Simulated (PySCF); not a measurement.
In²⁺: ionisation energy

In²⁺ [Kr] 4d10 5s1 (2S) → In³⁺ [Kr] 4d10 (1S), as a difference of total energies. Calculation: PySCF 2.14, in x2c-QZVPPall (13s9p7d4f1g, 112 functions); the spin-free X2C one-electron Hamiltonian (Gaussian nucleus). Correlated levels: valence and next inner shell: [Ar] 3d10 frozen. The calculations carry no spin-orbit coupling.

```json
{"method": "UHF", "ionisation energy (eV)": "26.627", "error (eV)": "-1.417"}
{"method": "LDA", "ionisation energy (eV)": "28.971", "error (eV)": "+0.927"}
{"method": "PBE", "ionisation energy (eV)": "28.565", "error (eV)": "+0.521"}
{"method": "PBE0", "ionisation energy (eV)": "28.208", "error (eV)": "+0.164"}
{"method": "r2SCAN", "ionisation energy (eV)": "28.228", "error (eV)": "+0.184"}
{"method": "M06-L", "ionisation energy (eV)": "27.376", "error (eV)": "-0.668"}
{"method": "B3LYP", "ionisation energy (eV)": "28.600", "error (eV)": "+0.556"}
{"method": "PBEsol", "ionisation energy (eV)": "28.556", "error (eV)": "+0.512"}
{"method": "MP2 (valence and next inner shell)", "ionisation energy (eV)": "28.064", "error (eV)": "+0.020"}
{"method": "SCS-MP2 (valence and next inner shell)", "ionisation energy (eV)": "27.809", "error (eV)": "-0.235"}
```

Reference: 28.044 eV (measured; NIST Atomic Spectra Database, ionization energies).

Errors of the correlated levels include the incompleteness of this basis and the frozen core.
